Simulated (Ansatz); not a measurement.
`O[SiH](O)N[SiH](O)Cl` + `Cl[SiH2]Cl` → `O[SiH](Cl)[SiH](Cl)Cl` + `N[SiH](O)O`  (formal exchange of groups at the Si–N bond)

Computed with Ansatz on PBE0-D4/def2-TZVP structures; ΔE is electronic, products minus reactants. CBS: MP2 limit from def2 TZ/QZ plus the TZ coupled-cluster correction, frozen cores. This one scheme is used for every species. Functionals use def2-TZVPP. B3LYP here is the variant with VWN-RPA as its local correlation; programs differ in this. Each species was taken in one conformer, which may not be the lowest.

```tsv
level	ΔE (kJ/mol)	difference from CCSD(T)/CBS
PBE-D4	73.7	-22.6
r2SCAN-D4	92.3	-4.0
PBE0-D4	83.3	-13.0
B3LYP-D4	91.4	-4.9
ωB97X-V	94.5	-1.8
ωB97M-V	100.5	4.2
B2PLYP	97.9	1.6
PBE	73.8	-22.5
r2SCAN	92.1	-4.2
PBE0	83.6	-12.7
B3LYP	91.9	-4.4
HF/def2-TZVPP	111.9	15.6
MP2/def2-TZVPP	104.3	8.0
SCS-MP2/def2-TZVPP	104.6	8.3
CCSD/def2-TZVPP	102.1	5.8
CCSD(T)/def2-TZVPP	100.2	3.9
HF/def2-QZVPP	112.8	16.5
MP2/def2-QZVPP	102.4	6.1
SCS-MP2/def2-QZVPP	102.9	6.6
HF/CBS(def2)	113.0	16.7
MP2/CBS(def2)	100.4	4.1
CCSD/CBS(def2)	98.2	1.9
CCSD(T)/CBS	96.3	0
```

Largest T1 diagnostic among the species: 0.011.

From PBE to PBE0 (25 % exact exchange), in def2-TZVPP and without D4, ΔE moves by +9.9 kJ/mol. In def2-TZVPP, CCSD(T) changes the Hartree–Fock value by −11.7 kJ/mol (the triples alone add −1.9 kJ/mol) and MP2 by −7.6 kJ/mol.
